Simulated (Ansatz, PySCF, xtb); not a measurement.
Complex: NH3 (SMILES N) (first 4 atoms) with C2H6O (SMILES CCO); geometry from B3LYP-D3(BJ)/def2-TZVP, rigid monomers moved along the line of their centres of mass till N1···H13 is 2.69 Å.
(charge 0, multiplicity 1):
```xyz
13

N      0.028    -0.066     0.461
H     -0.920    -0.345     0.235
H      0.275     0.703    -0.152
H      0.639    -0.844     0.240
C     -0.139    -1.238     5.003
C     -0.521     0.226     4.827
O      0.363     0.926     3.973
H     -0.811    -1.736     5.707
H      0.882    -1.320     5.380
H     -0.193    -1.771     4.051
H     -1.557     0.297     4.464
H     -0.488     0.737     5.792
H      0.257     0.576     3.067
```

Interaction energies are E(AB) − E(A) − E(B) at the monomers' geometry in the complex; basis-set methods are counterpoise corrected. Rows marked so take none.

Frozen-core correlation. Rows in 6-311+G**, 6-31G* carry no dispersion term and start afresh at each structure (6-31G* with six Cartesian d functions). MP2/6-31G* freezes PySCF's default core.

Run with Ansatz (Gaussian basis) for Hartree–Fock, density functionals and correlated methods; PySCF for 6-311+G** rows, 6-31G* rows, the dispersion terms; xtb for the GFN methods. 

```csv
level,interaction energy (kcal/mol)
GFN2-xTB,-2.73
PBE-D4/def2-TZVPPD,-4.36
B3LYP/6-311+G** (no counterpoise),-4.16
B3LYP-D4/def2-TZVPPD,-4.05
PBE0/def2-TZVPPD,-3.76
wB97X-V/def2-TZVPPD,-4.07
MP2/6-31G* (no counterpoise),-5.65
SCS-MP2/aug-cc-pVDZ,[?]
CCSD(T)/aug-cc-pVDZ,[?]
```

Problem. Some entries are withheld; supply them.

Solution. 
- SCS-MP2/aug-cc-pVDZ, interaction energy (kcal/mol): -3.66
- CCSD(T)/aug-cc-pVDZ, interaction energy (kcal/mol): -3.89

Ansatz is a program for electronic structure.
